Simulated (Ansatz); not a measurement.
Basis-set extrapolation for H$_{7}$NO$_{2}$Si$_{2}$, SMILES `O[SiH](O)N[SiH3]` (PBE0-D4/def2-TZVP geometry, frozen core, Ansatz). Multiplicity 1, RHF reference.

|  | def2-TZVPP | def2-QZVPP |
| --- | --- | --- |
| HF | -786.409566 | -786.438945 |
| MP2 correlation | -0.939182 | -1.013355 |
| CCSD(T) correlation | -1.012726 | not run |

Energies in hartree. Use E(X) = E(∞) + A·exp(−7.88·√X) for Hartree–Fock and E(X) = E(∞) + B·X^(−2.97) for correlation, with X = 3 and 4, and add CCSD(T) minus MP2 of the smaller set to the MP2 limit.

Problem. What is the CCSD(T) energy at the basis-set limit?

Solution. HF limit: -786.438945 + (-0.029379) × 0.13774 = -786.44299. MP2 limit: -1.013355 + (-0.074173) × 0.74074 = -1.06830. Higher-order term: -1.012726 − (-0.939182) = -0.07354. Total: -787.58483 hartree, 4.42 eV below CCSD(T)/def2-TZVPP.
